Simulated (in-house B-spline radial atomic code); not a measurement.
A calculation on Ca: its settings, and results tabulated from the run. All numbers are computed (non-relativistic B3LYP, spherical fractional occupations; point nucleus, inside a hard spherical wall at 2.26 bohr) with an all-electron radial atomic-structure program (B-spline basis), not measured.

Command:
```bash
python run_scf.py task.json out
```
Settings:
```
Z                20
configuration    [Ne] 3s1 3p6 3d1 4s2
hamiltonian      nr
method           b3lyp
spin_polarised   False
wall_radius      2.26
```

Output (hartree, bohr):
```
 radial grid: 37 intervals, B-splines of order 8, outer radius 2.26 bohr

 iter        energy (Eh)    residual
    1        -667.200393    2.68e-01
    2        -667.428876    4.78e-02
    3        -667.447770    1.65e-02
    4        -667.449810    5.79e-03
    5        -667.450037    1.71e-03
    6        -667.450065    6.58e-05
    7        -667.450065    1.98e-06
    8        -667.450065    1.50e-08

 total energy                      -667.45007
 kinetic                             699.8615
 electron-nucleus                  -1641.7302
 Hartree                             311.9694
 exact exchange                       -7.1819
 exchange-correlation                -30.3688

 orbital      occ     eigenvalue          <r>       <r^2>       <1/r>       <r^4>     <1/r^3>       r_max
 1s         2.000      -143.5784    0.0773844  0.00804076     19.5309 0.000165959           -     0.05083
 2s         2.000       -13.8245     0.368142    0.160601     3.99316   0.0459623           -      0.3026
 2p         6.000       -10.9302     0.330643    0.135438     3.91676   0.0384347     181.239      0.2482
 3s         1.000        -0.5740      1.10403     1.35993     1.23154     2.54464           -       1.018
 3p         6.000         0.1446      1.13501     1.44009     1.15762     2.84343     21.4877       1.065
 3d         1.000         1.4382       1.1585     1.49276    0.998355      3.0891     1.97687       1.119
 4s         2.000         3.5442      1.33902     2.08021     1.18111     6.01342           -       1.705
```

Run time, properties included: 0.04 s on 1 thread of Arm Neoverse V2 (shared host).

Caution: exact exchange at fractional occupations of open shells leaves self-interaction of up to several eV.
